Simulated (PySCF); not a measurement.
[FeF4]2- holds Fe(II), d6, at total charge -2. The structure is a model geometry with rigid ligands and bond lengths from ionic radii, not a minimum; coordination tetrahedral, point group Td, metal–donor distances 1.96 Å.

```
5

Fe    0.0000    0.0000    0.0000
F     1.1316    1.1316    1.1316
F    -1.1316   -1.1316    1.1316
F    -1.1316    1.1316   -1.1316
F     1.1316   -1.1316   -1.1316
```

Method (PySCF 2.14, density fitting): CASSCF(6,5) with orbitals averaged over all microstates of the shell, strongly contracted NEVPT2 on the averaged canonical orbitals; basis x2c-TZVPall on the metal, x2c-SVPall elsewhere; spin-free X2C; IEF-PCM water; spin-orbit coupling by state interaction with the mean-field operator over all roots.

Which term lies lowest, and with what spin?

5E (S = 2, orbital degeneracy 2), with 3.0 electrons in the lower (e-type) set and 3.0 in the upper (t2-type) set, by NEVPT2.

Where do the spin-allowed transitions within the shell lie?

By NEVPT2: 5T2 at 4065 cm⁻¹. The strongest, at 4065 cm⁻¹, has f = 5.6e-05.

Which is the lowest state of another spin?

3T1 at 17979 cm⁻¹ by NEVPT2; CASSCF alone puts it at 20000 cm⁻¹ above the same ground state.

Give the fitted ligand-field and repulsion parameters.

At CASSCF level (the NEVPT2 levels don't fit a ligand-field model well): orbital energies 0, 0, 3518, 3518, 3518 cm⁻¹; 10Dq = 3518 cm⁻¹; B = 1129 cm⁻¹; C = 4221 cm⁻¹; B over its free-ion value at the same level 0.955; rms of the fit 80 cm⁻¹; ζ = 400 cm⁻¹ (free ion 412).

What magnetic behaviour follows?

The ground state is orbitally degenerate (an E term, whose orbital moment is quenched to first order), so no simple spin Hamiltonian is given. The lowest spin-orbit level is 1-fold; the next lies at 16.4 cm⁻¹. μeff is 5.19 μB at 300 K and 4.41 μB at 10 K; the spin-only value is 4.90 μB.

The ground state is orbitally degenerate in this regular structure, which would distort (Jahn–Teller), so its moment is that of the undistorted model. NEVPT2 lifts 5T2 from 3455 to 4065 cm⁻¹; on the d shell alone such lifts tend to overshoot. Gaps between spin states lean to high spin in this active space.

The job took 9.2 s on one thread of Arm Neoverse V1 (shared host), with 104 basis functions, launched as `OMP_NUM_THREADS=1 python lf_run.py task.json out`.
